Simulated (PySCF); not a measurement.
[InF4]- (charge -1).
Geometry (PBE0-D3(BJ)/def2-SVP, Å), atoms numbered from 1 in this order:
```xyz
5
InF4 angstrom
In    -0.0026   -0.0012    0.0037
F     -0.1640   -0.0642    1.9844
F      1.9148    0.0008   -0.5190
F     -0.8639    1.6571   -0.6724
F     -0.8842   -1.5925   -0.7967
```

Computed, not measured: PBE0-D3(BJ)/def2-SVP geometry optimisation, gas phase, def2 core potentials past Kr in PySCF.

Which atoms are bound to In1, and at what distances?

4 atoms: F4 1.987 Å, F3 1.987 Å, F5 1.988 Å, F2 1.988 Å.

List the angles at In1.

```
    angle  degrees  distance of the outer atoms (Å)
F2–In1–F3    109.9                             3.25
F2–In1–F5    109.9                             3.25
F4–In1–F5    109.8                             3.25
F2–In1–F4    109.3                             3.24
F3–In1–F4    109.1                             3.24
F3–In1–F5    108.8                             3.23
```

What is the shape at In1?

Tetrahedral: angles from 108.8° to 109.9°; τ4 = (360° − α − β)/141° = 0.99 with α and β the two widest (0 for a square, 1 for a tetrahedron).

Point group: Td (every atom within 0.08 Å of its image). Charge -1, singlet. Stationary, but not proved a minimum.
